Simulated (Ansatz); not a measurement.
Ansatz (an electronic-structure program) input:

Ansatz 0.2 input:
```yaml
crystal:
  periodic: [false, false, false]
  atoms:
    - {symbol: Hf, position_ang: [0.21961335, -0.16011586, 0.40342657]}
    - {symbol: O, position_ang: [1.31443063, -0.20692248, -0.97089158]}
    - {symbol: F, position_ang: [-1.54670123, 0.40117256, 0.61631301]}
basis:
  gaussian:
    orbitals: def2-TZVP
hamiltonian:
  xc: b3lyp
  dispersion: d3bj
magnetization: {spin_polarized: true, initial_magnetization: 1}
relax: {f_tol: 0.002, max_steps: 150}
```

Predict the final energy.

-223.26311 Eh (B3LYP-D3(BJ)/def2-TZVP). The basis has 102 functions.

The spin state was set by rule; other spins were not relaxed.
